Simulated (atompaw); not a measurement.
## Cutoff test, cadmium, PAW (atompaw)

```json
{"Element": "cadmium (Cd)", "Generator": "atompaw 4.2.0.5", "Type": "PAW", "Functional": "LDA (PW92)", "Relativity": "scalar-relativistic", "Frozen core": "[Ar] 3d10", "Valence charge": "20", "Reference configuration": "4s2 4p6 4d10 5s2 5p0", "Partial waves": "4s (bound): rc 1.10 bohr; 5s (bound): rc 1.90 bohr; 4p (bound): rc 1.75 bohr; 5p (bound, empty): rc 1.60 bohr; 4d (bound): rc 1.90 bohr; 4d channel at -0.51 Ry: rc 1.90 bohr", "Local potential": "troulliermartins scheme with l = 3 at 1 Ry, radius 1.80 bohr", "Core correction": "smooth core density matched at 1.85 bohr", "Augmentation charge": "besselshape compensation charge, radius 1.55 bohr; PAW radius 1.90 bohr; waves and projectors: custom rrkj vanderbiltortho"}
```

The pseudo-atom Hamiltonian at the reference potential is diagonalised in spherical Bessel functions j_l(qr) that vanish at 20 bohr, with q² up to the cutoff. All-electron valence levels (Ry): 4s -7.7794, 5s -0.4377, 4p -4.9236, 5p -0.0974, 4d -0.8745.

Task: How do the lowest levels (Ry) of each channel move with the cutoff, and are there ghosts?

Result:

```
cutoff (Ry)     s #1     s #2    s #3     p #1     p #2    p #3     d #1    f #1    f #2  Σ f·Δε (mRy)
          8  -3.9983  -0.4270  0.0093  -4.1858  -0.0352  0.0650  -0.0436  0.1139  0.2418       20319.5
         12  -6.7297  -0.4373  0.0085  -4.7013  -0.0501  0.0603  -0.4737  0.1139  0.2418        7442.2
         15  -7.2644  -0.4373  0.0085  -4.8481  -0.0570  0.0585  -0.6545  0.1139  0.2418        3684.2
         21  -7.6929  -0.4376  0.0085  -4.9110  -0.0635  0.0570  -0.8500  0.1139  0.2418         493.8
         30  -7.7637  -0.4377  0.0085  -4.9230  -0.0748  0.0546  -0.8737  0.1139  0.2418          43.8
         40  -7.7770  -0.4377  0.0085  -4.9232  -0.0894  0.0519  -0.8742  0.1139  0.2418          10.9
         45  -7.7780  -0.4377  0.0085  -4.9234  -0.0951  0.0509  -0.8743  0.1139  0.2418           5.5
         55  -7.7789  -0.4377  0.0085  -4.9235  -0.0971  0.0506  -0.8745  0.1139  0.2418           1.8
         70  -7.7790  -0.4377  0.0085  -4.9235  -0.0972  0.0506  -0.8745  0.1139  0.2418           1.0
         80  -7.7790  -0.4377  0.0085  -4.9236  -0.0974  0.0506  -0.8746  0.1139  0.2418           0.7
        100  -7.7792  -0.4377  0.0085  -4.9236  -0.0974  0.0506  -0.8746  0.1139  0.2418           0.4
        400  -7.7793  -0.4377  0.0085  -4.9236  -0.0974  0.0506  -0.8746  0.1139  0.2418           0.0
```

Result: no extra level below or beside the all-electron valence levels (s, p, d, f tested); 10 mRy is reached at 45 Ry and 1 mRy at 80 Ry.
